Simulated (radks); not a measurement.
Problem. Species: Xe3+. Configuration: [Kr] 4d10 5s2 5p3. Calculated with a radial shooting solver on a logarithmic mesh with Libxc functionals: scalar-relativistic Kohn-Sham, PBE, spin-polarised, spherical densities, point nucleus; open shells are filled with parallel spins first (spin-orbit coupling, left out, can overturn this in heavy ions). Some entries of the table are withheld. Estimate them.

| orbital | occ. | eigenvalue (eV) | <r^2> (bohr^2) | r(max) (bohr) |
|---|---|---|---|---|
| 1s up | 1 | -34407.76 | 0.0009637 | 0.01715 |
| 1s down | 1 | -34407.62 | 0.0009637 | 0.01715 |
| 2s up | 1 | -5383.556 | 0.01549 | 0.09696 |
| 2s down | 1 | -5383.489 | 0.01549 | 0.09696 |
| 2p up | 3 | -4833.995 | 0.01228 | 0.07780 |
| 2p down | 3 | -4833.875 | 0.01228 | 0.07780 |
| 3s up | 1 | -1128.096 | 0.1073 | 0.2789 |
| 3s down | 1 | -1127.974 | 0.1073 | 0.2789 |
| 3p up | 3 | -950.6243 | 0.1074 | 0.2728 |
| 3p down | 3 | -950.4834 | 0.1074 | 0.2729 |
| 3d up | 5 | -687.5183 | 0.09327 | 0.2259 |
| 3d down | 5 | -687.3834 | 0.09325 | 0.2259 |
| 4s up | 1 | -231.1299 | 0.5794 | 0.6608 |
| 4s down | 1 | -230.8324 | 0.5790 | 0.6611 |
| 4p up | 3 | -174.9063 | (1) | 0.6931 |
| 4p down | 3 | -174.5927 | (2) | 0.6933 |
| 4d up | 5 | (3) | 0.8924 | 0.7476 |
| 4d down | 5 | (4) | 0.8805 | 0.7475 |
| 5s up | 1 | (5) | 3.421 | 1.590 |
| 5s down | 1 | (6) | 3.401 | 1.571 |
| 5p up | 3 | -38.0770 | 4.493 | 1.799 |
| 5p down | 0 | -35.2074 | 4.573 | 1.787 |

Solution. 
(1) 4p up <r^2> (bohr^2): 0.6653
(2) 4p down <r^2> (bohr^2): 0.6635
(3) 4d up eigenvalue (eV): -92.9522
(4) 4d down eigenvalue (eV): -92.4714
(5) 5s up eigenvalue (eV): -51.3387
(6) 5s down eigenvalue (eV): -48.5855
